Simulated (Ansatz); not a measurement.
AgF₂ was relaxed with PBE-D4 (def2-TZVP) in Ansatz in these states: neutral doublet, neutral quartet. The geometries follow in no particular order.

In the def2 sets Ag takes a core potential; there is no spin–orbit coupling.

A:

```csv
atom,x (Å),y (Å),z (Å)
Ag1,0.000,0.000,0.000
F2,-0.689,-1.599,0.853
F3,0.689,1.598,-0.853
```

B:

```xyz
3

Ag    0.195    0.830    0.052
F    -0.726   -0.178   -1.442
F     0.530   -0.652    1.390
```

**Question.** Judge from the bond lengths which geometry belongs to which state (an estimate).

**Answer.** A is the neutral doublet (Ag1–F3 1.938 Å, Ag1–F2 1.938 Å); B is the neutral quartet (Ag1–F3 2.024 Å, Ag1–F2 2.024 Å).

At PBE-D4/def2-TZVP the gap within one spin of the charge 0 doublet nearly closes, so an electron or hole may be smeared out by delocalisation error. At PBE0-D4/def2-TZVP a doublet lies 4.76 eV below the neutral quartet. These are the stationary points nearest to one start from a short search; other shapes may lie lower in each state.
